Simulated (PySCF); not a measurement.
Se(I)(GeH3), H3GeISe, SMILES [GeH3][Se]I, PBE0/def2-SVP optimised geometry.

```
6

Se     1.29     0.51     0.00
I      1.59    -2.01     0.01
Ge    -1.08     0.51     0.00
H     -1.44     2.01     0.00
H     -1.59    -0.19    -1.27
H     -1.59    -0.19     1.27
```

Density from PBE0/def2-TZVP, def2 effective core potentials past Kr run with PySCF at that geometry. The core electrons that the potentials of I replace are not part of the density.

Minimum of the electron density along straight lines between bonded atoms, close to the bond critical point (lines longer than 1.1 times the sum of covalent radii, or with two minima, are not listed):

```csv
bond,length / Å,ρ at the minimum / e bohr⁻³,∇²ρ there / e bohr⁻⁵,position (fraction from the first atom)
Se1–I2,2.536,(withheld),-0.01,0.49
Se1–Ge3,2.369,(withheld),-0.01,0.57
Ge3–H4,1.539,0.133,(withheld),0.59
Ge3–H5,1.536,0.135,0.04,0.59
Ge3–H6,1.536,0.135,0.04,0.59
```

Question: Fill in the missing entries.

Answer: 
- Se1–I2, ρ at the minimum / e bohr⁻³: 0.084
- Se1–Ge3, ρ at the minimum / e bohr⁻³: 0.090
- Ge3–H4, ∇²ρ there / e bohr⁻⁵: 0.05
